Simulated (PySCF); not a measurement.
**Polarisability and C₆ of Tl²⁺ (thallium, charge +2)**

[Xe] 4f14 5d10 6s1, 2S determinant. All numbers are calculated (PySCF 2.14, a scalar-relativistic core potential, in aug-cc-pVQZ-PP with ECP60MDF). Coupled (time-dependent) response in atomic units; α is the mean over directions.

| method | mean α (bohr³) | C₆ (like pair) | S(−4) |
| --- | --- | --- | --- |
| UHF | 14.64 | 86.96 | 102.2 |
| PBE | 12.13 | 76.03 | 51.81 |
| PBE0 | 12.51 | 77.37 | 58.84 |

S(−4) is the Cauchy moment in α(ω) = α(0) + S(−4) ω² + …

α(iu) at PBE:

| u (hartree) | α(iu) (bohr³) |
| --- | --- |
| 0 | 12.13 |
| 0.0500 | 12.00 |
| 0.100 | 11.65 |
| 0.200 | 10.51 |
| 0.300 | 9.230 |
| 0.500 | 7.137 |
| 0.750 | 5.434 |
| 1.00 | 4.322 |
| 1.50 | 2.948 |
| 2.00 | 2.131 |
| 3.00 | 1.236 |
| 5.00 | 0.5445 |

A single London oscillator, α(iu) = α/(1 + u²/ω²), gives C₆ = (3/4) ω α². Matching the computed C₆ needs ω = 4 × 76.03 / (3 × 12.13²) = 0.689 hartree.

For an ion, C₆ is the dispersion term alone; charge-induced terms of lower order in 1/R come first.

Energies and moments cover only the electrons outside the core potential. Spin-orbit coupling, which splits the p, d and f shells strongly at this Z, is absent.
